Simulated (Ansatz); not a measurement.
Geometry optimisation, RHF/def2-SVP in Ansatz 0.2.0.

input.yaml

```yaml
crystal:
  periodic: [false, false, false]
  atoms:
    - { symbol: Ti, position_ang: [-0.135401, 0.112545, -0.027242] }
    - { symbol: O, position_ang: [-0.172177, -0.032283, 1.81695] }
    - { symbol: H, position_ang: [-0.837929, 0.199951, 2.448012] }
    - { symbol: F, position_ang: [1.468188, 0.317862, -0.612977] }
    - { symbol: F, position_ang: [-1.050995, 1.505317, -0.449698] }
    - { symbol: F, position_ang: [-0.916619, -1.221677, -0.784859] }
    - { symbol: Cl, position_ang: [1.698092, -2.624439, 1.351029] }
    - { symbol: H, position_ang: [1.158441, -1.756876, 2.191485] }
basis:
  gaussian: { orbitals: def2-SVP }
hamiltonian:
  xc: hf
relax:
  f_tol: 0.03
  max_steps: 50
output:
  orbitals: {}
```

Run as:

```bash
$ ansatz run input.yaml --threads 2 --pin off --max-ram 3072MiB --backend cpu --events-out ev --progress --plain --runs-dir out
```

Question: Where does it end, and by what steps?

Answer: The forces met the threshold. The force dipped under the threshold on the way, but the program's further checks kept it going. After 17 steps the energy has fallen by 0.162 eV; H8 moved furthest, 0.29 Å.

```tsv
step	energy less start (eV)	largest force component (eV/Å)	accepted
0	0.0000	2.090	yes
1	-0.0977	0.896	yes
2	-0.1319	0.531	yes
3	-0.1340	0.622	yes
4	-0.1355	1.125	yes
5	-0.1374	1.113	yes
6	-0.1588	0.047	yes
7	-0.1590	0.042	yes
8	-0.1511	0.493	no
9	-0.1591	0.038	yes
10	-0.1597	0.132	yes
11	-0.1607	0.083	yes
12	-0.1607	0.192	no
13	-0.1612	0.018	yes
14	-0.1613	0.029	yes
15	-0.1612	0.083	no
16	-0.1615	0.038	yes
17	-0.1615	0.029	yes
```

```xyz
8
Properties=species:S:1:pos:R:3
Ti -0.193 0.126 -0.024
O -0.292 0.030 1.721
H -0.742 0.390 2.471
F 1.433 0.397 -0.543
F -1.135 1.486 -0.522
F -0.881 -1.271 -0.776
Cl 1.735 -2.662 1.309
H 1.286 -1.995 2.297
```

Whether the end is a true minimum wasn't checked by a vibrational analysis.

Run time: 18 s on 2 threads of AMD EPYC 9R45 96-Core Processor (Zen 5) (shared host), peak memory 0.29 GiB.
